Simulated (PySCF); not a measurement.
## Correlation energy of Ar⁴⁺ (argon, charge +4)

Starting occupation: [Ne] 3s2 3p2, 3p1/2 with m_j = -1/2, +1/2. Computed with PySCF 2.14 in x2c-QZVPPall-2c, with X2C-1e with screened-nucleus spin-orbit coupling, Gaussian nucleus. Frozen: [Ne]; 4 electrons correlated; the 2 highest virtual spinors left out.

MP2 pair energies summed by pair of shells (mhartree):

```tsv
pair	energy	share (%)
3p-3s	-57.36	65.5
3s-3s	-21.56	24.6
3p-3p	-8.62	9.8
```

Total MP2 correlation energy: -87.54 mhartree.

The GHF reference relaxed away from the jj start to a determinant that is no pure jj level (⟨S²⟩ = 2.00, ⟨J²⟩ = 1.81); the energies belong to that determinant.
